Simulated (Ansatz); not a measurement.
Cl$_{2}$CrO$_{2}$, charge -1, doublet, geometry from GFN2-xTB (such geometries of metal compounds can be far from the true shape) (the multiplicity is a formal guess) (a gas-phase anion, which may not be bound at this level); Ansatz (an electronic-structure program) with PBE/def2-SVP.

Here is a job for Ansatz.
Ansatz 0.2 input:
```yaml
crystal:
  periodic: [false, false, false]
  atoms:
    - {symbol: Cr, position_ang: [0.51488801, -0.08957386, 0.16574168]}
    - {symbol: O, position_ang: [1.49344484, -0.62031087, -0.92091094]}
    - {symbol: O, position_ang: [0.80823630, 0.21989280, 1.66181866]}
    - {symbol: Cl, position_ang: [-0.52366646, 1.64271278, -0.67333183]}
    - {symbol: Cl, position_ang: [-1.28637832, -1.32782353, 0.09068111]}
basis:
  gaussian:
    orbitals: def2-SVP
hamiltonian:
  xc: pbe
total_charge: -1
magnetization: {spin_polarized: true, initial_magnetization: 1}
```

The log (banner, timings and long lists left out):

```
Functional definition: PBE
1073 factors; their error is unknown
mean field evaluation 1: about -57524.8816 eV, gradient 4.7e1 eV
mean field evaluation 2: about -57191.0025 eV, gradient 2.6e2 eV
mean field evaluation 4: about -57524.4508 eV, gradient 4.3e1 eV
mean field evaluation 8: about -57532.3417 eV, gradient 1.7e-1 eV
mean field evaluation 16: about -57532.3018 eV, gradient 7.0e-4 eV
mean field evaluation 32: about -57530.6420 eV, gradient 8.2e-1 eV
mean field -57532.30175351 eV, -2114.2730926467 hartree, gradient 1.6e-5 eV, S^2 0.757855; 3 other end points of the search recorded, 0 dependent functions left out
reference -57532.30183713 eV, -2114.2730957197 hartree; 38, 37 occupied and 57, 58 virtual orbitals, 1073 factors
Total energy: -57532.30183713 eV, -2114.2730957197 hartree
```
